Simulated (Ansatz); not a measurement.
CHF₂NSi, SMILES `N#C[SiH](F)F`. Charge 0, multiplicity 1.

```xyz
6

N    -0.1869   -2.3310   -0.6672
C    -0.1008   -1.2236   -0.3659
Si    0.0491    0.5213    0.1927
F    -1.2918    1.2542   -0.1834
F     1.2350    1.1738   -0.6104
H     0.2954    0.6053    1.6341
```

Task: What are the harmonic wavenumbers in cm⁻¹ at PBE0-D4/def2-TZVP (Ansatz, finite differences of forces, unscaled)? (Best estimate.)

Result: Ansatz gave: 140, 186, 301, 375, 424, 622, 831, 832, 914, 1001, 2345, 2348.

Task: Is this a minimum?

Result: Yes, all 12 modes are real.

Task: Give the ideal-gas thermochemistry at 298.15 K and 1 bar (rigid rotor, harmonic oscillator; point group Cs, symmetry number 1).

Result: Zero-point energy 61.7 kJ/mol; H(298) − E = 78.6 kJ/mol; entropy 315.0 J/(mol·K), of which translation 165.4, rotation 110.1, vibration 39.5; G(298) − E = -15.3 kJ/mol.

Task: And at 400, 500, 600, 800 and 1000 K?

Result: 
| T (K) | H − E (kJ/mol) | S (J/mol/K) | G − E (kJ/mol) |
| --- | --- | --- | --- |
| 400 | 87.5 | 340.4 | -48.7 |
| 500 | 97.0 | 361.8 | -83.8 |
| 600 | 107.3 | 380.4 | -121.0 |
| 800 | 129.1 | 411.7 | -200.3 |
| 1000 | 152.2 | 437.5 | -285.3 |
